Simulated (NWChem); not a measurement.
CH$_{5}$BS$_{2}$; SMILES CB(S)S

```xyz
9

B     -0.3354     0.0004    -0.0189
C     -1.9133     0.0000    -0.0048
H     -2.3390    -0.8643    -0.5272
H     -2.3427     0.9088    -0.4406
H     -2.2641    -0.0531     1.0357
S      0.4979     1.6149    -0.0081
H      1.7893     1.2211     0.0362
S      0.4983    -1.6148    -0.0087
H      1.7890    -1.2194     0.0361
```
Atoms are numbered in this order, from 1.

Coordinates come from a B3LYP/6-31G* (spherical d) optimisation.

### Question
Give the principal values of the shielding tensors (ppm) of B1, C2, S6, S8 from KT2/pcSseg-1, GIAO (NWChem), with their diamagnetic and paramagnetic parts as GIAO splits them.

### Answer
```
atom    σ11    σ22    σ33  isotropic  diamagnetic  paramagnetic
----  -----  -----  -----  ---------  -----------  ------------
B1      3.3    4.7  112.0       40.0        196.2        -156.2
C2    158.8  179.7  189.3      175.9        251.2         -75.2
S6    346.7  469.2  679.3      498.4       1059.0        -560.5
S8    347.0  472.0  681.1      500.0       1059.0        -558.9
```
